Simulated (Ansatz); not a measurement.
Ansatz (a program for electronic structure) input:
A basis named .json is the Basis Set Exchange file of that set.

Ansatz 0.2 input:
```yaml
crystal:
  periodic: [false, false, false]
  atoms:
    - {symbol: C, position_ang: [-2.72378028, -0.33935948, -0.31739054]}
    - {symbol: C, position_ang: [-1.26585241, -0.49221058, -0.73788584]}
    - {symbol: C, position_ang: [-0.36522548, 0.59070133, -0.10767951]}
    - {symbol: C, position_ang: [1.04534882, 0.47192152, -0.53733746]}
    - {symbol: C, position_ang: [2.09507718, 0.06303166, 0.33475433]}
    - {symbol: O, position_ang: [1.92864998, -0.21305796, 1.52481998]}
    - {symbol: H, position_ang: [-2.82746065, -0.40735749, 0.76752068]}
    - {symbol: H, position_ang: [-3.34457610, -1.11873084, -0.76235467]}
    - {symbol: H, position_ang: [-3.12465080, 0.62758430, -0.63007032]}
    - {symbol: H, position_ang: [-0.89217291, -1.47482338, -0.44019000]}
    - {symbol: H, position_ang: [-1.18451963, -0.44336704, -1.82757454]}
    - {symbol: H, position_ang: [-0.41812263, 0.52390354, 0.97959673]}
    - {symbol: H, position_ang: [-0.75309292, 1.57236856, -0.40561140]}
    - {symbol: H, position_ang: [1.29869697, 0.66435738, -1.57531221]}
    - {symbol: H, position_ang: [3.10329192, -0.00397828, -0.11132979]}
basis:
  gaussian:
    orbitals: cc-pVTZ
    fitting: {mean_field: def2-universal-jkfit, correlation: cc-pVTZ-RIFIT.json}
magnetization: {spin_polarized: true, initial_magnetization: 1}
correlation: {method: mp2, electrons: outside_noble_gas}
```

**Question.** Which total energy does the run end on?

**Answer.** -270.54252 Eh (RI-MP2/cc-pVTZ). The basis has 306 functions.

It need not be the lowest isomer of its formula.

The determinant is spin-contaminated: <S^2> is 0.91 against 0.75 for a pure state.
